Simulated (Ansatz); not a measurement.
Reading a saddle point

A first-order saddle point of SiN2H4Cl2, closed shell, PBE0-D4/def2-TZVP, with one imaginary mode of 1323i cm⁻¹:

```
atom    x (Å)    y (Å)    z (Å)
 Si1  -0.5471   0.2162   0.4534
  N2   1.1360  -0.2599  -0.1140
  N3  -1.0081  -0.0399  -1.0833
  H4   0.4101  -0.3322  -1.0849
 Cl5  -0.4193   2.0829   1.2986
 Cl6  -1.0588  -1.0233   2.0081
  H7   1.5221  -1.1318   0.2265
  H8   1.8495   0.4582  -0.1367
  H9  -1.8844   0.0299  -1.5676
```

Computed with Ansatz 0.2.0 (basis: def2-TZVPP and def2-QZVPP); correlated methods freeze the cores. Extrapolation: Hartree–Fock as exp(−7.88 √X), correlation as X^−2.97.

Question: Which contacts change along the imaginary mode, and what lies on either side? (A judgement: the text doesn't fix the answer.)

Answer: By the calculation: The step is SiN₂H₄Cl₂ ([NH2][Si]([NH2])([Cl])[Cl]) → SiNHCl₂ ([NH][Si]([Cl])[Cl]) + NH₃ (still joined by a long Si–N bond), with the molecules in contact on both sides. Shortening one way: N2–H4; lengthening the same way: Si1–N2, N3–H4.
```json
{"pair": "N2–H4", "one side (Å)": "3.03", "saddle (Å)": "1.21", "other side (Å)": "1.02"}
{"pair": "Si1–N2", "one side (Å)": "1.69", "saddle (Å)": "1.84", "other side (Å)": "1.90"}
{"pair": "N3–H4", "one side (Å)": "1.01", "saddle (Å)": "1.45", "other side (Å)": "2.35"}
```

Question: Which side is lower, and how far does the saddle lie above each? (Judge from chemistry; the value comes from the calculation.)

Answer: The calculation gives: The side with Si1–N2, N3–H4 short is lower by 43.76 kcal/mol; the saddle lies 53.83 kcal/mol above it and 10.07 kcal/mol above the other (CCSD(T) at an estimated basis limit (MP2 extrapolated from triple and quadruple zeta, plus CCSD(T) − MP2 in triple zeta); electronic energies).

The T1 diagnostic stays at or below 0.012.

Labels in which every atom is bracketed show which atoms are joined, not bond orders.

For scale, one of the runs: CCSD(T)/def2-TZVPP, 244 basis functions, launched by `ansatz run in.yaml --threads 4 --pin off --events-out ev --progress --plain --max-ram 9574MiB`. Time: 2.4 min of wall clock on 4 CPU threads of an Arm Neoverse V1; the host was shared. Peak host memory: 4.6 GiB.
